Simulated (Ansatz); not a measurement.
A structure relaxed at PBE0-D4/def2-TZVP, charge 0, multiplicity 1:

Cartesian coordinates in Å:
```
C -0.009 -0.470 -2.011
N -0.224 0.094 -0.727
W -0.639 0.080 0.969
N 0.930 0.773 1.877
O -0.935 -1.517 1.503
F -2.159 1.152 1.242
H -0.709 -0.042 -2.736
H 1.005 -0.240 -2.354
H -0.132 -1.558 -2.004
H 1.708 1.224 1.421
H 1.164 0.503 2.821
```

Q: Give its formula and SMILES.

A: CH5FN2OW, `C[N]=[W]([NH2])(=[O])[F]`.

Q: Summarise the bond lengths by kind.

A: 1 × C–N 1.419 Å; 3 × C–H 1.095 Å; 2 × N–W 1.746 to 1.941 Å; 1 × O–W 1.710 Å; 1 × F–W 1.880 Å; 2 × H–N 1.007 to 1.010 Å.

Program: Ansatz 0.2.0.
